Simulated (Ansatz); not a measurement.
Reaction (formal hydrolysis of a C–F bond): `B[CH](F)[GeH3]` + H₂O → `B[CH](O)[GeH3]` + H–F

Calculated with Ansatz (gas phase, PBE0-D4/def2-TZVP geometries, no zero-point term in ΔE). CBS: MP2 limit from def2 TZ/QZ plus the TZ coupled-cluster correction, frozen cores. This one scheme is used for every species. DFT in def2-TZVPP. B3LYP here is the variant with VWN-RPA as its local correlation; programs differ in this. For Ge outer-core shells are correlated without core-valence functions, which leaves a few kJ/mol of doubt a bond. Scalar relativity is left out up to krypton. Each species was taken in one conformer, which may not be the lowest.

`B[CH](F)[GeH3]`:

```xyz
10

B    -0.394   -1.372    0.001
C     0.845   -0.522   -0.086
F     1.740   -0.515    0.963
Ge   -0.265    1.211    0.001
H    -0.742   -1.862    1.032
H    -1.084   -1.427   -0.977
H     1.388   -0.410   -1.027
H     0.634    2.171    0.785
H    -0.523    1.701   -1.429
H    -1.599    1.023    0.738
```

H₂O:

Z-matrix (Å, degrees):
```
O
H 1 0.960
H 1 0.960 2 105.1
```

`B[CH](O)[GeH3]`:

Cartesian coordinates in Å:
```
B 0.387 -1.267 -0.549
C -0.798 -0.451 -0.138
O -1.588 0.181 -1.079
Ge 0.722 0.852 0.600
H 0.815 -1.223 -1.663
H 0.938 -1.902 0.307
H -1.305 -0.662 0.809
H -2.184 0.797 -0.645
H 0.010 2.197 0.382
H 0.928 0.592 2.099
H 2.075 0.885 -0.124
```

H–F:

```xyz
2

F    -0.103    0.443    0.068
H     0.103   -0.443   -0.068
```

Is it downhill or uphill in electronic energy at CCSD(T)/CBS, and by how much? (Estimate.)

Computed: Nearly level: ΔE = -2.6 kJ/mol.

What do these levels give: PBE-D4, B3LYP-D4, ωB97X-V, B2PLYP, r2SCAN, PBE0, SCS-MP2/def2-TZVPP, CCSD/def2-TZVPP, HF/def2-QZVPP, SCS-MP2/def2-QZVPP, HF/CBS(def2), MP2/CBS(def2)? (Best estimate.)

The calculation gave: PBE-D4 -6.0, B3LYP-D4 2.7, ωB97X-V 5.4, B2PLYP 2.2, r2SCAN 0.1, PBE0 -2.4, SCS-MP2/def2-TZVPP -2.1, CCSD/def2-TZVPP 0.5, HF/def2-QZVPP 19.4, SCS-MP2/def2-QZVPP -1.6, HF/CBS(def2) 19.4, MP2/CBS(def2) -8.0 kJ/mol.

Largest T1 diagnostic among the species: 0.013.

In def2-TZVPP, CCSD(T) changes the Hartree–Fock value by −22.1 kJ/mol (the triples alone add −3.7 kJ/mol) and MP2 by −27.5 kJ/mol. The D4 term adds −3.8 kJ/mol with B3LYP and −2.0 kJ/mol with PBE0; it sums over pairs of atoms, weighted by their polarisabilities, and B3LYP, whose exchange is more repulsive, gets the larger term.
